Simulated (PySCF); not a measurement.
# Electron correlation in Ge (germanium, neutral)

[Ar] 3d10 4s2 4p1 5s1, high-spin 3P determinant (an excited configuration). All numbers are calculated (PySCF 2.14, a scalar-relativistic core potential, in aug-cc-pVTZ-PP with one added diffuse shell each of s, d, f type with ECP10MDF (7s5p5d3f, 68 functions)). Frozen: 3s2 3p6 3d10; 4 electrons correlated.

```tsv
level	correlation energy (mhartree)
CCSD	-58.66
(T)	-1.48
CCSD(T)	-60.14
```

Diagnostics: T1 = 0.026, D1 = 0.0701, largest double amplitude 0.086.

Task: Is a single reference adequate?

Result: Mostly. T1 lies below 0.03, but a double amplitude of this size points to a near-degeneracy that CCSD handles and MP2 describes poorly.
